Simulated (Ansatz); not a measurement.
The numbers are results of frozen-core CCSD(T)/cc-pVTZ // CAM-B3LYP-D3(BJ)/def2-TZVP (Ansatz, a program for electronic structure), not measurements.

Ansatz 0.2 input:
```yaml
crystal:
  periodic: [false, false, false]
  atoms:
    - { symbol: B, position_ang: [1.936084, -0.09708, 0.037995] }
    - { symbol: C, position_ang: [0.427036, 0.021768, -0.002907] }
    - { symbol: C, position_ang: [-0.605277, -0.958726, 0.24429] }
    - { symbol: C, position_ang: [-1.784161, -0.340558, 0.076389] }
    - { symbol: O, position_ang: [-1.582999, 0.970768, -0.261961] }
    - { symbol: C, position_ang: [-0.261718, 1.1624, -0.302923] }
    - { symbol: H, position_ang: [2.463278, -1.130653, 0.309551] }
    - { symbol: H, position_ang: [2.607917, 0.85758, -0.204777] }
    - { symbol: H, position_ang: [-0.457133, -1.991093, 0.512666] }
    - { symbol: H, position_ang: [-2.811186, -0.649924, 0.149725] }
    - { symbol: H, position_ang: [0.068159, 2.155518, -0.558047] }
basis:
  gaussian: { orbitals: cc-pVTZ }
correlation:
  method: ccsd_t
```

Output:

```
Functional definition: HF
1454 factors; integrals over basis functions are off by at most 1.1e-3 eV
mean field evaluation 1: about -6907.3210 eV, gradient 3.4e1 eV
mean field evaluation 2: about -6907.7306 eV, gradient 3.4e1 eV
mean field evaluation 4: about -6911.0201 eV, gradient 5.4e0 eV
mean field evaluation 8: about -6911.1068 eV, gradient 3.2e-1 eV
mean field evaluation 16: about -6907.3202 eV, gradient 3.4e1 eV
mean field -6911.10762249 eV, -253.9785206097 hartree, gradient 4.5e-6 eV, S^2 0.000000; 0 other end points of the search recorded, 0 dependent functions left out
6 core orbitals not correlated
reference -6911.10762249 eV, -253.9785206097 hartree; 15, 15 occupied and 229, 229 virtual orbitals, 1454 factors
second order -26.11923800 eV of doubles, -0.00000000 eV of singles
cycle   1  -25.93060309 eV  change    1.9e-1 eV  update   1.2e-1
cycle   2  -26.63932284 eV  change   -7.1e-1 eV  update   3.9e-2
cycle   3  -26.80407791 eV  change   -1.6e-1 eV  update   1.9e-2
cycle   4  -26.78952209 eV  change    1.5e-2 eV  update   5.1e-3
cycle   5  -26.78736547 eV  change    2.2e-3 eV  update   3.0e-3
cycle   6  -26.78892267 eV  change   -1.6e-3 eV  update   1.1e-3
cycle   7  -26.78855237 eV  change    3.7e-4 eV  update   5.6e-4
cycle   8  -26.78830191 eV  change    2.5e-4 eV  update   2.0e-4
cycle   9  -26.78838349 eV  change   -8.2e-5 eV  update   6.5e-5
cycle  10  -26.78840177 eV  change   -1.8e-5 eV  update   2.2e-5
perturbative correction -1.32459793 eV, -0.0486780762 hartree
Total energy: -6939.22062219 eV, -255.0116542929 hartree
```

Cost: about 8 core-minutes (a rough figure).
